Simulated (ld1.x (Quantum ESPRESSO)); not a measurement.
# What one change does to a pseudopotential (antimony, ultrasoft)

Sb, ultrasoft, made with ld1.x (Quantum ESPRESSO) 7.5 (PBE, non-relativistic). Core [Kr], reference 4d10 5s2 5p3. Waves: 5s (bound): rcut 1.55, rcutus 1.95 bohr; 5s channel at 1.05 Ry: rcut 1.55, rcutus 1.95 bohr; 5p (bound): rcut 2.20, rcutus 2.70 bohr; 5p channel at 1.4 Ry: rcut 2.20, rcutus 2.70 bohr; 4d (bound): rcut 1.30, rcutus 1.35 bohr; 4d channel at -2.25 Ry: rcut 1.30, rcutus 1.35 bohr. Local part: all-electron potential smoothed inside 1.00 bohr (lloc = -1). Core correction: Bessel-smoothed model core inside 0.65 bohr. Augmentation charge: PSQ, radius 1.15 bohr.

Change: all radii but the core radius scaled by about 1.39 (s 2.70, p 3.74, d 1.88 bohr, rcut 2.16/3.06/1.80); local potential all-electron potential smoothed inside 1.38 bohr (lloc = -1); augmentation PSQ, radius 1.60 bohr.

Cutoffs: the cutoffs (Ry, on a coarse ladder) from which the occupation-weighted sum of valence levels, in a spherical-Bessel basis at the reference potential, stays within 10 and 1 mRy of its value at 400 Ry; they do not see the model core or the augmentation charge, which bear on the density cutoff. Errors are all-electron minus pseudo energies relative to the spin-unpolarised reference configuration.

Question: How do hardness, ghosts and transferability respond?

Answer: The potential gets softer (90 Ry and 140 Ry → 35 Ry and 50 Ry); the bound ghosts move from p, s to s; of the 7 tests that both files solve, the error grows in 4 and shrinks in 3 by more than 15 % and 0.3 meV (median size 1.6 → 4.2 meV). A larger radius leaves more room for a smooth pseudo-wave, so fewer plane waves are needed.

| quantity | base | changed |
| --- | --- | --- |
| cutoff, loose | 90 Ry | 35 Ry |
| cutoff, tight | 140 Ry | 50 Ry |
| loose cutoff by channel (10 mRy a level) | s 10 Ry, p 6 Ry, d 55 Ry | s 6 Ry, p 6 Ry, d 25 Ry |
| bound ghosts | s, p | s |
| error for 4d10 5s2 5p2, meV [ΔE 8.37 eV] | -0.1 | +4.2 |
| error for 4d10 5s2 5p1, meV [ΔE 24.33 eV] | -1.2 | +6.6 |
| error for 4d10 5s2 5p0, meV [ΔE 48.65 eV] | -7.6 | -12 |
| error for 4d10 5s1 5p4, meV [ΔE 7.08 eV] | -1.6 | -1.0 |
| error for 4d9 5s2 5p4, meV [ΔE 32.90 eV] | -196 | -58 |
| error for 4d10 5s0 5p5, meV [ΔE 14.31 eV] | -6.3 | -3.8 |
| error for 4d10 5s2 5p2.5, meV [ΔE 3.29 eV] | 0.0 | +1.2 |
| lowest overlap eigenvalue by channel | s 0.25, p 0.11, d 0.92 | s 0.05, p 0.84, d 0.80 |

 A true bound ghost makes a file unfit for plane-wave use even where its test errors are small: the radial tests pick states by their node count and pass the ghost by.
